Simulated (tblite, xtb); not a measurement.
C4H3S, charge -1, singlet, geometry from GFN2-xTB. Base run: GFN1-xTB in xtb.

The xtb input:
```
$ xtb mol.xyz --gfn 1 --chrg -1 --json

# file mol.xyz
8

S     -0.00082766     0.05267305     1.18469317
C     -0.01458724     1.38257716    -0.00751956
C      0.01279089    -1.21209334    -0.00380212
C     -0.00751256     0.73867156    -1.22850840
C      0.00746439    -0.68017748    -1.25133482
H      0.02360557    -2.24376413     0.30791021
H     -0.01333077     1.31026799    -2.15798828
H      0.01403491    -1.28314000    -2.15802336
```

Programs used: tblite, xtb; a row that names a program was run with it.

Each row names what was changed in the base input (with any setting that the change needs).

```tsv
change	ΔE vs base (mEh)	HOMO-LUMO gap (eV)	G_solv (kcal/mol)	SCF cycles
base	0.000	2.98	-	10
program = tblite; method = gfn1	0.000	-	-	-
etemp = 1000	0.000	2.98	-	10
etemp = 5000	___	___	-	10
program = tblite; method = gfn1; option = --spin-polarized	0.000	-	-	-
alpb = ch2cl2	-82.172	3.05	-51.79	10
acc = 1000	0.001	2.98	-	6
alpb = water	___	___	___	10
etemp = 3000	-0.122	2.98	-	10
```

Question: Complete the blanks.

Answer: 
- etemp = 5000, ΔE vs base (mEh): -2.086
- etemp = 5000, HOMO-LUMO gap (eV): 3.03
- alpb = water, ΔE vs base (mEh): -78.746
- alpb = water, HOMO-LUMO gap (eV): 3.06
- alpb = water, G_solv (kcal/mol): -49.72

ALPB and GBSA are two models with their own fitted parameters for each solvent, which aren't always the measured dielectric constant.
